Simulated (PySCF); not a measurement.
**Radial density of B (boron, neutral)**

M06, [He] 2s1 2p1 3s1, high-spin 4P determinant (an excited configuration). All numbers are calculated (PySCF 2.14, the non-relativistic Hamiltonian (point nucleus), in aug-cc-pwCVQZ (9s8p6d4f2g, 109 functions)).

```
r (bohr)  4πr²ρ (e/bohr)  4πr²(ρα − ρβ)
 0.00493         0.02098         0.0006
 0.00829         0.05728         0.0016
  0.0140          0.1532         0.0044
  0.0235          0.3934         0.0112
  0.0395          0.9478         0.0270
  0.0664           2.047         0.0578
   0.112           3.698         0.1014
   0.188           4.991         0.1247
   0.316           4.220         0.0860
   0.531           1.815         0.1670
   0.894          0.9146         0.7311
    1.50           1.161         1.1586
    2.53          0.4739         0.4739
    4.25          0.2062         0.2062
    7.15          0.1560         0.1560
    12.0        0.003051         0.0031
```

The outer electron is Rydberg-like, and this basis confines it to a smaller radius and binds it less than a complete one would.
